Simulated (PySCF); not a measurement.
PySCF 2.14 output of a UHF calculation on a single atom or ion in cc-pVTZ-PP with ECP28MDF (5s5p4d2f1g, 63 functions), with a scalar-relativistic core potential:

```
SCF conv_tol = 1e-09
number electrons alpha = 10  beta = 10
cycle= 1 E= -166.838759897735  delta_E= -1.14e-12  |g|= 2.7e-06  |ddm|= 4.21e-06
converged SCF energy = -166.838759897735  <S^2> = -1.4210855e-14  2S+1 = 1
```

The run itself started from symmetry-adapted Hartree-Fock orbitals and held the occupation by maximum overlap, so the iterations belong to that start.

Q: Which element, charge and spin multiplicity is this?

A: Cd (cadmium, neutral), multiplicity 1; the state was [Kr] 4d10 5s2, closed-shell 1S.

Energies and moments cover only the electrons outside the core potential.
